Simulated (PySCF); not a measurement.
Delta-SCF ions had no search for a lower state. Excitations are Tamm–Dancoff values on a coarser integration grid. The basis has no diffuse functions, so Rydberg states are missing or too high.

H6BrGaSi2, SMILES `[SiH3][Ga]([Br])[SiH3]` (charge 0, multiplicity 1)

Method: M06-2X/def2-TZVP // B3LYP-D3(BJ)/def2-TZVP (PySCF 2.14.0).

* **HOMO**: -8.17 eV
* **dipole moment**: 0.493 e·Å
* **HOMO–LUMO gap**: 6.37 eV
* **LUMO**: -1.80 eV
* **S1 excitation (TDA)**: 3.54 eV
* **S1 oscillator strength**: 0.000
* **T1 excitation (TDA)**: 3.06 eV
* **S1–T1 gap (TDA)**: 0.48 eV
* **vertical ionisation energy (Delta-SCF)**: 9.09 eV
* **total energy**: -5081.6514 Ha
* **cost**: roughly 13 core-minutes

Bonds (Å): Si1–Ga2 2.423, Si1–H5 1.484, Si1–H6 1.483, Si1–H7 1.483, Ga2–Si3 2.423, Ga2–Br4 2.344, Si3–H8 1.484, Si3–H9 1.483, Si3–H10 1.483. Angles (°): Ga2–Si1–H5 111.9, Ga2–Si1–H6 108.8, Ga2–Si1–H7 109.5, H5–Si1–H6 108.8, H5–Si1–H7 109.0, H6–Si1–H7 109.0, Si1–Ga2–Si3 137.4, Si1–Ga2–Br4 111.3, Si3–Ga2–Br4 111.3, Ga2–Si3–H8 111.8, Ga2–Si3–H9 108.7, Ga2–Si3–H10 109.5, H8–Si3–H9 108.7, H8–Si3–H10 109.0, H9–Si3–H10 109.0.
